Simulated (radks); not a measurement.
The numbers below are computed, except where a source is named.
Neutral rhodium inside a hard spherical wall (all orbitals vanish at R), configuration held at [Kr] 4d8 5s1 and not refilled when levels cross. Level of theory: scalar-relativistic Kohn-Sham, PBE, spin-unpolarised, spherical densities, finite nucleus; Fermi nuclear charge, rms radius 4.4945 fm (a radial shooting solver on a logarithmic mesh with Libxc functionals). Eigenvalues in eV, with the zero of energy where the potential of the charges vanishes at infinity; a dash marks a level that is unbound or too diffuse for the functional's potential to be trusted. A positive occupied level is held by the wall or, in an anion where self-interaction has pushed it up, behind a barrier. The pressure on the wall is -dE/dV.

| R (bohr) | E (hartree) | kinetic (hartree) | e(4s) | e(4p) | e(4d) | e(5s) | e(5p, empty) | e(6s, empty) | pressure (GPa) |
|---|---|---|---|---|---|---|---|---|---|
| free | -4784.03087 | 4954.422 | -82.491 | -50.421 | -5.940 | -4.300 | -0.851 | - | 0 |
| 15 | -4784.03086 | 4954.422 | -82.491 | -50.421 | -5.940 | -4.300 | -0.837 | 0.407 | < 0.0001 |
| 7 | -4784.02102 | 4954.488 | -82.075 | -50.006 | -5.548 | -3.830 | 0.479 | 7.545 | 0.517 |
| 6 | -4784.00074 | 4954.598 | -81.530 | -49.466 | -5.048 | -3.149 | 1.743 | 12.721 | 2.24 |
| 5 | -4783.93269 | 4954.925 | -80.207 | -48.173 | -3.853 | -1.367 | 4.584 | 23.053 | 11.3 |
| 4 | -4783.67110 | 4956.042 | -76.793 | -44.879 | -0.732 | 3.872 | 11.975 | 46.559 | 72.8 |
| 3.5 | -4783.29202 | 4957.552 | -73.276 | -41.521 | 2.626 | 10.150 | 20.239 | 70.184 | 212 |
| 2.5 | -4780.00309 | 4970.029 | -56.143 | -24.847 | 21.354 | 51.397 | 69.822 | 191.79 | 2940 |
| 2 | -4772.29573 | 4997.772 | -32.315 | 0.072 | 51.192 | 124.55 | 150.69 | 366.02 | 16100 |
| 1.5 | -4741.19488 | 5096.051 | 36.071 | 74.817 | 138.25 | 344.79 | 380.25 | 819.31 | 127000 |
